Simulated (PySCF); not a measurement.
1-fluoro-1-methylcyclopropane (C4H7F), SMILES C1C(C1)(F)C. Atoms are numbered in the order given.

```xyz
12

C      0.8048     1.3824     0.0000
C     -0.0591     0.1501     0.0000
F     -1.4047     0.4765     0.0000
C      0.3015    -1.0927    -0.7624
C      0.3015    -1.0927     0.7624
H      0.6013     1.9991    -0.8990
H      1.8778     1.1103     0.0000
H      0.6013     1.9991     0.8990
H     -0.5280    -1.6153    -1.2628
H      1.2629    -1.1247    -1.2991
H     -0.5280    -1.6153     1.2628
H      1.2629    -1.1247     1.2991
```
Charge 0, spin multiplicity 1.

The structure is a stationary point at PBE-D3(BJ)/def2-SVP.

Calculation: HF/def2-TZVP (PySCF).

Symmetry labels are those of the subgroup Cs that the program uses (full group Cs).

Computed valence orbital energies around the gap with their symmetry:
```
orbital  symmetry  energy (eV)
-------  --------  -----------
HOMO−7         A"       -18.05
HOMO−6         A'       -16.57
HOMO−5         A"       -15.44
HOMO−4         A'       -15.17
HOMO−3         A'       -14.84
HOMO−2         A"       -14.10
HOMO−1         A'       -11.72
HOMO           A"       -11.15
LUMO           A'         3.83
LUMO+1         A'         4.83
LUMO+2         A"         4.88
LUMO+3         A'         4.98
```
